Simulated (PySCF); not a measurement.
# Hg²⁺: excitation energy

Hg²⁺ [Xe] 4f14 5d10 (1S) → Hg²⁺ [Xe] 4f14 5d9 6p1 (high-spin determinant), as a difference of total energies. Computed with PySCF 2.14 in ANO-RCC-VTZP, with scalar relativity by spin-free X2C-1e. Correlated levels: valence: [Xe] 4f14 frozen. The calculations carry no spin-orbit coupling.

```
           method  excitation energy (eV)
              UHF                  14.042
    MP2 (valence)                  14.907
SCS-MP2 (valence)                  14.929
   CCSD (valence)                  14.672
CCSD(T) (valence)                  14.677
```

Question: How much does correlation contribute at CCSD(T) (valence)?

Answer: 14.677 − (14.042) = 0.635 eV, measured against UHF.

A first-order spin-orbit estimate (lowest level to lowest level, LS coupling) adds -0.346 eV.

The basis was made for the ground configuration and has no added diffuse functions, so the excitation energy can come out too high.

The determinant of the upper state mixes LS terms, which raises its energy above the lowest term, most at the Hartree-Fock and MP2 levels.
